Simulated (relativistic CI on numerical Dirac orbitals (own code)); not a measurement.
**Cu³⁺ in a cubic cluster: 2p photoemission with charge transfer**

Computed with a charge-transfer multiplet model of a cubic metal-ligand cluster with up to 2 ligand holes, Slater and spin-orbit integrals from Dirac-Coulomb-Breit ions, Slater integrals scaled by 0.8. The ground state mixes d8 with configurations of k ligand holes L, whose averages lie at kΔ + k(k − 1)U_dd/2; a core hole lowers each added d electron by U_cd. 20 K, Lorentzian 0.6 eV and Gaussian 0.8 eV FWHM.

Atomic integrals in eV (Slater integrals scaled, ζ unscaled), ground: F2dd 11.066, F4dd 6.905, zeta_d 0.110; with the core hole: F2dd 12.413, F4dd 7.786, zeta_d 0.150, zeta_core 13.370, F2cd 7.564, G1cd 5.867, G3cd 3.340.

Cluster parameters (eV): U_dd = 8.3, U_cd = 9.5, 10Dq = 0.9, 10Dq(ligand) = 1.1, V(eg) = 1.45, V(t2g) = -0.62, final-state hopping factor = 1.

```csv
Case,n_d,d8,d9L,d10L2,S
Δ = -4.2 eV,8.95,0.15,0.75,0.10,1.00
Δ = -3.2 eV,8.85,0.22,0.71,0.07,1.00
Δ = -1.2 eV,8.58,0.44,0.53,0.03,1.00
Δ = -0.2 eV,8.44,0.57,0.41,0.01,1.00
Δ = 1.8 eV,8.23,0.78,0.22,0.00,1.00
```

Weights, n_d and S are thermal averages at 20 K. Binding energies count from the first peak over 30 % of the highest in each spectrum, which can be another peak from case to case. The parameters are a model scan and need not match a compound or its usual spin state. Peaks in eV (height, largest 100):
- Δ = -4.2 eV: 0.0 (100), 5.4 (75), 8.2 (52), 16.8 (6), 20.0 (51), 25.9 (27), 27.1 (53)
- Δ = -3.2 eV: 0.0 (100), 4.7 (70), 7.4 (54), 15.0 (10), 16.3 (10), 17.4 (9), 20.1 (50), 26.4 (55), 37.5 (8)
- Δ = -1.2 eV: 0.0 (100), 3.9 (44), 6.0 (51), 11.6 (24), 12.9 (24), 16.8 (9), 20.2 (46), 25.1 (48), 34.1 (20)
- Δ = -0.2 eV: 0.0 (100), 5.5 (48), 10.1 (34), 11.3 (34), 15.2 (12), 20.2 (45), 24.6 (42), 32.5 (29)
- Δ = 1.8 eV: 0.0 (100), 4.8 (54), 7.6 (51), 8.8 (53), 9.7 (46), 12.6 (20), 20.4 (44), 24.8 (32), 30.0 (48), 32.3 (8)

Curve for Δ = -3.2 eV (points under 2 left out, the grid thinned):

(E (eV), Intensity): (-3.0, 2.0), (-2.3, 3.3), (-1.6, 6.9), (-0.8, 31.0), (-0.1, 97.5), (0.6, 51.0), (1.4, 10.6), (2.1, 5.9), (2.8, 6.1), (3.5, 12.6), (4.2, 46.4), (5.0, 65.5), (5.7, 43.0), (6.4, 37.1), (7.2, 51.8), (7.9, 40.6), (8.6, 12.3), (9.3, 4.4), (10.0, 2.5), (14.2, 3.7), (14.9, 9.6), (15.6, 7.9), (16.4, 10.2), (17.1, 8.6), (17.8, 8.2), (18.5, 7.3), (19.2, 14.0), (20.0, 48.6), (20.7, 27.2), (21.4, 7.3), (22.2, 3.7), (22.9, 3.1), (23.6, 4.0), (24.3, 10.8), (25.0, 24.7), (25.8, 36.7), (26.5, 54.3), (27.2, 23.5), (28.0, 8.3), (28.7, 3.0), (35.8, 3.5), (36.5, 5.7), (37.2, 7.3), (38.0, 6.0), (38.7, 2.3)

For the case Δ = -1.2 eV, Δ = -1.2 eV is smaller than U_dd = 8.3 eV, the charge-transfer side of the Zaanen-Sawatzky-Allen scheme (negative Δ: between configuration averages a ligand hole costs less than the nominal valence; multiplet and field energies can change this for the lowest states). With the core hole the configuration with one ligand hole lies at Δ − U_cd = -13.7, -12.7, -10.7, -9.7, -7.7 eV from the one without, in the order of the table; where this is negative the screened configuration lies lower.
